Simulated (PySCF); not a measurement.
A structure optimised at PBE-D3(BJ)/def2-SVP, used in a PySCF frequency run:

```
C
H 1 1.1131
H 1 1.1131 2 105.61
C 1 1.5371 2 110.25 3 -119.09
H 4 1.1126 1 109.45 2 -179.44
H 4 1.1126 5 105.44 1 -117.64
C 4 1.5305 5 109.44 6 -117.62
H 7 1.1091 4 111.71 5 57.54
H 7 1.1101 8 107.62 4 -122.34
H 7 1.1101 8 107.62 9 -115.33
Si 1 1.8973 2 107.86 3 115.13
H 11 1.5062 1 110.77 2 -56.82
H 11 1.5072 12 108.42 1 121.49
H 11 1.5072 12 108.42 13 117.02
```

Q: Write its SMILES, formula and point group.

A: CCC[SiH3], C₃H₁₀Si, Cs

Q: What are its rotational constants (standard atomic weights)?

A: 19.918, 2.2020, 2.1116 GHz
